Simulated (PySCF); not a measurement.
# Exercise with solution: entropy of an ideal gas

W(S)2(NH2)(SH) (H3NS3W), SMILES [NH2][W](=[S])([SH])=[S], multiplicity 1.

Coordinates come from a PBE-D3(BJ)/def2-SVP optimisation. The spin state was assumed, not searched. The structure was generated by enumeration; whether it is a known compound was not checked. The def2 effective core potentials stand for the cores of W; spin–orbit coupling is left out. The values are those of a single conformer.

PBE-D3(BJ)/def2-SVP run with PySCF gives the harmonic wavenumbers 121, 130, 154, 169, 190, 258, 346, 373, 483, 522, 525, 598, 633, 692, 1444, 2584, 3460, 3563 cm⁻¹ and the rotational temperatures 0.0763, 0.0719, 0.0563 K. The molar mass is 297.05 g/mol, the symmetry number 1, the spin multiplicity 1.

Task: Work out the entropy at 298.15 K and 1 atm in the rigid-rotor, harmonic-oscillator model.

Result: 
Translation (Sackur–Tetrode at 1 atm): S = R[1.5 ln M + 2.5 ln T − 1.16487] = 179.8 J/(mol K).
Rotation: q = (√π/σ) T^1.5/√(θA θB θC) = 519000, S = R[ln q + 3/2] = 121.9 J/(mol K).
Vibration: with u = 1.4388 ν/T, each mode gives R[u/(e^u − 1) − ln(1 − e^−u)]:
```csv
ν (cm⁻¹),modes,u,S (J/(mol K))
121,1,0.58,12.90
130,1,0.63,12.33
154,1,0.74,10.97
169,1,0.82,10.24
190,1,0.92,9.32
258,1,1.25,7.01
346,1,1.67,4.96
373,1,1.80,4.47
483,1,2.33,2.94
522,1,2.52,2.53
525,1,2.53,2.50
598,1,2.89,1.90
633,1,3.05,1.66
692,1,3.34,1.32
1444,1,6.97,0.06
```
The stiffer modes add less than 0.005 each. Sum 85.1 J/(mol K).
Spin: R ln 1 = 0.0 J/(mol K).
Total 386.8 J/(mol K); the program's own thermochemistry gives 386.7. Translation makes up 46 % and vibration 22 %. Anharmonicity, hindered rotation and orbital degeneracy are left out.
